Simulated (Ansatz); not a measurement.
Born–Oppenheimer molecular dynamics of BH8NSi3 (13 atoms, charge 0, multiplicity 1). It starts at the highest image of a converged band. Of that band: Neighbouring images differ by up to 1.8 eV, so the band resolves the path poorly. A vibrational analysis at the climbing image gives one clearly imaginary mode, 1239i cm⁻¹: a first-order saddle point.

Theory: Ansatz 0.2.0, RKS LDA/def2-SVP.

- ensemble: NVE (velocity Verlet)
- time step: 0.5 fs
- steps asked: 200
- starting velocities drawn for: 300 K
- seed: 2914

First frame:

```xyz
13
Properties=species:S:1:pos:R:3
B -1.233 0.238 1.370
Si -0.246 -0.635 -0.042
Si 1.739 -1.858 -0.190
N -0.215 0.816 -1.053
Si -0.980 1.921 0.293
H -2.336 0.475 0.800
H -1.326 -0.002 2.555
H 1.578 -3.196 0.482
H 2.893 -1.127 0.454
H 2.077 -2.084 -1.643
H -0.200 0.959 -2.072
H 0.457 1.875 -0.573
H -2.187 2.583 -0.366
```

Q: How far do the bonds stretch over the last three quarters of this one trajectory? (Pairs bonded in most of those frames.)

A: 
```tsv
bond	mean (Å)	spread (Å)	shortest	longest
B1–Si2	1.950	0.056	1.87	2.04
B1–Si5	2.044	0.024	2.00	2.08
B1–H6	1.234	0.022	1.19	1.29
B1–H7	1.228	0.044	1.16	1.30
Si2–Si3	2.354	0.031	2.31	2.40
Si2–N4	1.734	0.053	1.64	1.81
Si2–Si5	2.534	0.108	2.40	2.72
Si3–H8	1.506	0.014	1.48	1.53
Si3–H9	1.513	0.008	1.50	1.53
Si3–H10	1.512	0.017	1.48	1.54
N4–Si5	1.829	0.043	1.75	1.91
N4–H11	1.031	0.006	1.02	1.04
Si5–H12	1.576	0.104	1.40	1.78
Si5–H13	1.553	0.069	1.42	1.72
```

Mean temperature of the second half: 840 K. The conserved energy stayed within 0.13 meV per atom of its start (net change -0.074 meV per atom), so the integration is sound. The system heated up, since it started high on the potential surface and ran downhill. A run of 0.1 ps of so small a system gives no equilibrium averages. The orbitals stay closed-shell, which can raise the energy where a bond breaks towards radicals; this wasn't checked here.

Run time: 9.3 min on 2 threads of Arm Neoverse N1, with other jobs on the host, peak memory 0.18 GiB.
